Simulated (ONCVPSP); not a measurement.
# Configuration tests for palladium (Pd) (ONCV)

ONCVPSP 4.0.1 input, shortened (lines: element, Z, core and valence counts, functional; n l f; lmax; l rc ep ncon nbas qcut; lloc lpopt rc5 dvloc0; l nproj debl; icmod fcfact rcfact), PBE, fully relativistic:

```
  Pd 46.00    8    1        4      upf
    1    0    2.00
    2    0    2.00
    2    1    6.00
    3    0    2.00
    3    1    6.00
    3    2   10.00
    4    0    2.00
    4    1    6.00
    4    2   10.00
    3
    0    1.85    0.02    3    7    3.70
    1    1.90    0.16    3    7    3.70
    2    1.90    0.00    4    8    9.10
    3    1.80    0.04    4    9    6.50
    3    5    1.80    0.00
    0    2    0.50
    1    2    1.20
    2    3    2.90
    3    0    2.40
    3    3.75    1.45
```

Open shells are filled in proportion to 2j + 1.

In the s channel the program set the typed energies aside and used 0.050, 0.550 Ha.

Energies are relative to the spin-unpolarised reference configuration 4d10; without spin polarisation the order of configurations can differ from experiment. Not all tests gave a result: 1 of 4 tests not solved or not reliable. The f channel is local and has no spin–orbit splitting in the pseudo-atom.

| valence configuration | charge | ΔE all-electron (eV) | error AE − PS (meV) |
| --- | --- | --- | --- |
| 4d9 | +1 | 9.120 | -14 |
| 4d8 | +2 | 29.939 | -129 |
| 4d8 5s1 | +1 | 13.644 | -174 |

Levels in the configuration 4d8:

```tsv
level	all-electron (eV)	pseudo (eV)
4d j=5/2	-27.112	-27.324
4d j=3/2	-27.638	-27.854
```

Note: ghosts flagged at negative energy: s at -72.4 eV, p3/2 at -73.6 eV, p1/2 at -83.0 eV; GHOST(+) flagged for p3/2 at 22.2 eV, p1/2 at 26.9 eV, s at 260.9 eV. A true bound ghost makes a file unfit for plane-wave use.
